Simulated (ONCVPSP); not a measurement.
**Reading a pseudo-wave (aluminium)**

Columns: radius, all-electron u(r) and pseudo u(r) of the 3p shell (level -2.79 eV) of aluminium in the configuration [Ne] 3s2 3p1; LDA (Perdew-Zunger), scalar-relativistic, ONCV scheme, ONCVPSP 4.0.1.

| r (bohr) | all-electron | pseudo |
| --- | --- | --- |
| 0.113 | -0.0883 | 0.0029 |
| 0.225 | -0.1828 | 0.0115 |
| 0.338 | -0.2181 | 0.0258 |
| 0.450 | -0.2028 | 0.0453 |
| 0.563 | -0.1553 | 0.0700 |
| 0.675 | -0.0912 | 0.0990 |
| 0.788 | -0.0192 | 0.1323 |
| 0.900 | 0.0536 | 0.1685 |
| 1.013 | 0.1247 | 0.2075 |
| 1.125 | 0.1906 | 0.2475 |
| 1.238 | 0.2515 | 0.2883 |
| 1.350 | 0.3058 | 0.3280 |
| 1.463 | 0.3543 | 0.3665 |
| 1.575 | 0.3963 | 0.4022 |
| 1.688 | 0.4328 | 0.4350 |
| 1.800 | 0.4633 | 0.4639 |
| 1.913 | 0.4890 | 0.4889 |
| 2.025 | 0.5095 | 0.5094 |
| 2.138 | 0.5258 | 0.5258 |
| 2.250 | 0.5380 | 0.5379 |
| 2.363 | 0.5465 | 0.5465 |
| 2.475 | 0.5518 | 0.5518 |
| 2.588 | 0.5542 | 0.5542 |
| 2.700 | 0.5540 | 0.5540 |
| 2.813 | 0.5516 | 0.5516 |
| 2.925 | 0.5473 | 0.5473 |

Task: How many radial nodes do the two functions have?

Result: The all-electron 3p function has n − l − 1 = 1; the pseudo-wave has 0, since the states of the same l below it are removed with the core.

Task: At about which radius was the pseudo-wave matched?

Result: 2.25 bohr. The columns agree to 0.0005 from 1.91 bohr on; several derivatives are matched, so the curves merge somewhat inside the radius.

Task: Where does each function peak?

Result: Outermost all-electron maximum near 2.59 bohr, pseudo maximum near 2.59 bohr (to the table’s step).

Task: Is the pseudo-wave norm-conserving?

Result: Yes: the ONCV scheme keeps the norm inside the radius equal to the all-electron one, which fixes the energy derivative of the logarithmic derivative at the level.
